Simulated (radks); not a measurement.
Results of a calculation; reference values are marked as such.
Question: Valence configurations of Ni+ (all share [Ar]). Code: a radial shooting solver on a logarithmic mesh with Libxc functionals. Model: non-relativistic Kohn-Sham, TPSS, spin-unpolarised, spherical densities, point nucleus; meta-GGA in the generalised Kohn-Sham scheme. Order these by energy: 3d6 4s2 4p1; 3d7 4p2; 3d7 4s2; 3d8 4s1; 3d8.5 4s0.5; 3d7 4s1 4p1; 3d9; 3d8.5 4p0.5; 3d6.5 4p2.5.

Answer: From the lowest, in eV above it: 3d9 0.000; 3d8.5 4s0.5 1.379; 3d8 4s1 3.617; 3d8.5 4p0.5 3.930; 3d7 4s2 11.063; 3d7 4s1 4p1 17.213; 3d7 4p2 23.451; 3d6 4s2 4p1 30.050; 3d6.5 4p2.5 32.880. NIST lists [Ar] 3d9 as the ground configuration; this level of theory agrees among the configurations tried. The energies are those of spherical spin-averaged densities, not of single terms.
